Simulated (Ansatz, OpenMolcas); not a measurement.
**C3H5Ga: a line through the functionals**

The species is C3H5Ga (9 atoms), meant as a singlet with charge 0. SMILES: `C#[C][GaH][CH3]`. The coordinates come from a PBE0-D4/def2-TZVP relaxation.

The electronic atomisation energy y, in eV, basis 6-31G(d); a is the functional's share of exact exchange. Programs: Ansatz 0.2.0, OpenMolcas 26.06.

```
functional     program     a  y (eV)
      TPSS  OpenMolcas     0   34.75
    r2SCAN      Ansatz     0   34.49
     B3LYP      Ansatz   0.2   34.12
   r2SCAN0      Ansatz  0.25   34.01
      PBE0      Ansatz  0.25       ?
     BHLYP      Ansatz   0.5   33.23
```

**Question.** Fit y = c + s·a to the known rows and predict PBE0.

**Answer.** 
1. Means of the 5 rows: a = 0.1900, y = 34.120.
2. Σ(Δa)² = 0.172, Σ(Δa·Δy) = -0.4725, so the slope is -0.4725/0.172 = -2.7471.
3. Intercept: 34.120 − (-2.7471) × 0.1900 = 34.642. The largest residual of the fit is 0.15.
4. PBE0: 34.642 + (-2.7471) × 0.25 = 33.96 eV.

The run gave 34.49 eV, so the prediction is off by -0.53 eV, more than the largest residual. The rows mix families of semi-local functionals, which the line can't see.
